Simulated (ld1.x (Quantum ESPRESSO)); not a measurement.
# What one change does to a pseudopotential (Br (Z = 35), ultrasoft)

```json
{
 "Element": "bromine",
 "Generator": "ld1.x (Quantum ESPRESSO) 7.5",
 "Type": "ultrasoft",
 "Functional": "PW91",
 "Relativity": "fully relativistic",
 "Frozen core": "[Ar] 3d10",
 "Valence charge": "7",
 "Reference configuration": "4s2 4p5",
 "Partial waves": "4s (bound): rcut 1.15, rcutus 1.30 bohr; 4s channel at -1.15 Ry: rcut 1.15, rcutus 1.30 bohr; 4p (bound): rcut 1.45, rcutus 1.75 bohr; 4p channel at -0.15 Ry: rcut 1.45, rcutus 1.75 bohr",
 "Local potential": "all-electron potential smoothed inside 1.50 bohr (lloc = -1)",
 "Core correction": "a·sin(br)/r model core inside 1.30 bohr",
 "Augmentation charge": "PSQ, inside the norm-conserving radii"
}
```

Open shells are filled in proportion to 2j + 1 (rel_dist='average').

Change: all radii but the core radius scaled by about 1.14 (s 1.48, p 2.00 bohr, rcut 1.30/1.64); local potential all-electron potential smoothed inside 1.70 bohr (lloc = -1).

Cutoffs: the cutoffs (Ry, on a coarse ladder) from which the occupation-weighted sum of valence levels, in a spherical-Bessel basis at the reference potential, stays within 10 and 1 mRy of its value at 400 Ry; they do not see the model core or the augmentation charge, which bear on the density cutoff. Errors are all-electron minus pseudo energies relative to the spin-unpolarised reference configuration.

Problem. Predict the effect on cutoff, ghosts and configuration errors.

Solution. The potential gets softer (21 Ry and 45 Ry → 18 Ry and 35 Ry); of the 7 tests that both files solve, the error grows in 2 and shrinks in 1 by more than 15 % and 0.3 meV (median size 7.3 → 11.9 meV); neither file shows a bound ghost. A larger radius leaves more room for a smooth pseudo-wave, so fewer plane waves are needed.

| quantity | base | changed |
| --- | --- | --- |
| cutoff, loose | 21 Ry | 18 Ry |
| cutoff, tight | 45 Ry | 35 Ry |
| loose cutoff by channel (10 mRy a level) | s 18 Ry, p 12 Ry | s 12 Ry, p 12 Ry |
| bound ghosts | none | none |
| error for 4s2 4p4, meV [ΔE 12.62 eV] | -1.7 | -1.7 |
| error for 4s2 4p3, meV [ΔE 35.45 eV] | -13 | -12 |
| error for 4s2 4p2, meV [ΔE 69.54 eV] | -48 | -41 |
| error for 4s2 4p5.3, meV [ΔE -1.98 eV] | -0.1 | -0.1 |
| error for 4s2 4p1, meV [ΔE 115.69 eV] | -129 | -102 |
| error for 4s1 4p5, meV [ΔE 25.63 eV] | -7.3 | -17 |
| error for 4s1 4p6, meV [ΔE 12.38 eV] | +3.1 | -8.3 |
| lowest overlap eigenvalue by channel | s 0.52, p1/2 0.63, p3/2 0.63 | s 0.41, p1/2 0.69, p3/2 0.68 |
